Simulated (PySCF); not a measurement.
A structure optimised at r2SCAN-D4/def2-SVP, used in a PySCF frequency run:

```
Si
O 1 1.6666
C 2 1.4097 1 123.39
H 3 1.1014 2 108.79 1 -171.34
H 3 1.1062 4 108.12 2 -121.89
H 3 1.1066 4 107.86 5 -116.61
O 1 1.6687 2 111.26 3 63.18
H 7 0.9645 1 115.90 2 63.47
H 1 1.4884 2 103.42 3 -176.96
C 1 1.8587 9 113.41 2 -121.63
H 10 1.1015 1 111.24 9 62.44
H 10 1.1016 11 108.12 1 121.91
H 10 1.1021 11 108.23 12 116.07
```

Question: Write its SMILES and formula.

Answer: CO[Si@@H](C)O, C2H8O2Si

Question: What are its rotational constants (standard atomic weights)?

Answer: 5.0534, 3.0910, 2.4457 GHz
